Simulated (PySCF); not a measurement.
A structure optimised at PBE-D3(BJ)/def2-SVP, used in a PySCF frequency run:

```
Al
O 1 1.7167
H 2 0.9705 1 123.32
C 1 1.9452 2 119.28 3 180.00
H 4 1.1083 1 110.80 2 0.00
H 4 1.1095 5 108.65 1 121.95
H 4 1.1095 5 108.65 6 116.09
I 1 2.5038 2 118.92 3 0.00
```

**Question.** Write its SMILES, formula and point group.

**Answer.** [CH3][Al]([OH])[I], CH4AlIO, Cs

**Question.** What are its rotational constants (standard atomic weights)?

**Answer.** 5.7087, 1.3282, 1.0849 GHz
